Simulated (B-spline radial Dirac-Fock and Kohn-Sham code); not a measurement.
# Photoionisation of chromium ions at Ga Kα (9251.7 eV)

Method: Dirac-Hartree-Slater photoionisation with all multipoles and Dirac-Fock thresholds. Computed with a radial atomic solver. Cross sections in kb; a dash marks an empty subshell or a threshold above the photon energy.

| ion | configuration | total | 2s | 2p3/2 | 3p3/2 | 3d3/2 | 3d5/2 |
| --- | --- | --- | --- | --- | --- | --- | --- |
| Cr³⁺ | [Ar] 3d3 | 14.85 | 0.950 | 0.310 | 0.0410 | 0.000159 | 0.000229 |
| Cr⁵⁺ | [Ar] 3d1 | 14.87 | 0.950 | 0.310 | 0.0454 | 6.88e-05 | 9.93e-05 |
| Cr¹⁰⁺ | [Ne] 3s2 3p2 | 14.91 | 0.965 | 0.316 | 0.0199 | – | – |
| Cr¹⁵⁺ | [He] 2s2 2p5 | 14.76 | 1.02 | 0.286 | – | – | – |
| Cr¹⁶⁺ | [He] 2s2 2p4 | 14.77 | 1.05 | 0.241 | – | – | – |
| Cr¹⁸⁺ | [He] 2s2 2p2 | 14.81 | 1.12 | 0.132 | – | – | – |
| Cr²⁰⁺ | [He] 2s2 | 14.81 | 1.18 | – | – | – | – |
